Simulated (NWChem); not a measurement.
Molecule: C5H4O; SMILES O=C1C=CC=C1

```xyz
10

O      0.0000     0.0000    -2.0380
C      0.0000     0.0000    -0.8232
C      0.0000     1.2057     0.0876
C      0.0000     0.7516     1.3490
C      0.0000    -0.7516     1.3490
C      0.0000    -1.2057     0.0876
H      0.0000     2.2260    -0.2720
H      0.0000     1.3457     2.2563
H      0.0000    -1.3457     2.2563
H      0.0000    -2.2260    -0.2720
```
Atoms are numbered in this order, from 1.

Computed with NWChem. Structure relaxed at the B3LYP/6-31G* (spherical d) level. Atomic charges in e: unrestrained fits to the electrostatic potential beside Mulliken populations; buried atoms are poorly determined by the fit.

Problem. Estimate the computed values for B3LYP/def2-SVP. Quantities: ESP O1; Mulliken O1; ESP C2; Mulliken C2; ESP C3; Mulliken C3; ESP C4; Mulliken C4; ESP C5; Mulliken C5; relative RMS misfit of the potential (%).

Solution. 
```
Quantity                                  Result
----------------------------------------  ------
ESP O1                                     -0.49
Mulliken O1                                -0.15
ESP C2                                      0.75
Mulliken C2                                 0.13
ESP C3                                     -0.37
Mulliken C3                                -0.03
ESP C4                                     -0.02
Mulliken C4                                 0.03
ESP C5                                     -0.01
Mulliken C5                                 0.03
relative RMS misfit of the potential (%)      27
```
